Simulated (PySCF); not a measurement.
# The second ionisation energy along the 4p block

Calculated with PySCF 2.14 from differences of total energies of unrestricted determinants, without spin-orbit coupling. Values in eV. The last column holds reference values (NIST; (s) semi-empirical, (t) theoretical, else measured). Unmarked ones compare directly (S terms, centres of terms, or small fine structure); those marked * lie between the lowest fine-structure levels and include a spin-orbit shift.

```json
{"element": "Ga (aug-cc-pVQZ-DK, spin-free X2C)", "configurations": "[Ar] 3d10 4s2 → [Ar] 3d10 4s1", "UHF": "18.749", "LDA": "21.120", "PBE": "20.750", "PBE0": "20.417", "r2SCAN": "20.489", "MP2 (valence)": "19.499", "reference": "20.515"}
{"element": "Ge (aug-cc-pVQZ-DK, spin-free X2C)", "configurations": "[Ar] 3d10 4s2 4p1 → [Ar] 3d10 4s2", "UHF": "15.255", "LDA": "15.890", "PBE": "15.764", "PBE0": "15.799", "r2SCAN": "15.970", "MP2 (valence)": "15.518", "reference": "15.789"}
{"element": "Se (aug-cc-pVQZ-DK, spin-free X2C)", "configurations": "[Ar] 3d10 4s2 4p3 → [Ar] 3d10 4s2 4p2", "UHF": "20.839", "LDA": "21.467", "PBE": "21.299", "PBE0": "21.394", "r2SCAN": "21.577", "MP2 (valence)": "21.383", "reference": "21.196 ± 0.01 *"}
{"element": "Br (aug-cc-pVQZ-DK, spin-free X2C)", "configurations": "[Ar] 3d10 4s2 4p4 → [Ar] 3d10 4s2 4p3", "UHF": "20.239", "LDA": "21.656", "PBE": "21.369", "PBE0": "21.381", "r2SCAN": "21.446", "MP2 (valence)": "21.056", "reference": "21.409"}
{"element": "Kr (aug-cc-pVQZ-DK, spin-free X2C)", "configurations": "[Ar] 3d10 4s2 4p5 → [Ar] 3d10 4s2 4p4", "UHF": "23.229", "LDA": "24.622", "PBE": "24.304", "PBE0": "24.343", "r2SCAN": "24.422", "MP2 (valence)": "24.194", "reference": "24.360 *"}
```

Task: Fill in the row of As (aug-cc-pVQZ-DK, spin-free X2C) ([Ar] 3d10 4s2 4p2 → [Ar] 3d10 4s2 4p1).

Result: UHF 17.979; LDA 18.652; PBE 18.495; PBE0 18.552; r2SCAN 18.718; MP2 (valence) 18.386; reference 18.589 * (eV).

"Valence" correlates the outer s and p shells and, in groups 3 to 12 and the f block, the outer d or f shell, open or full, or the next shell where the ion has no valence electron left; the wider scheme adds the next inner shell.
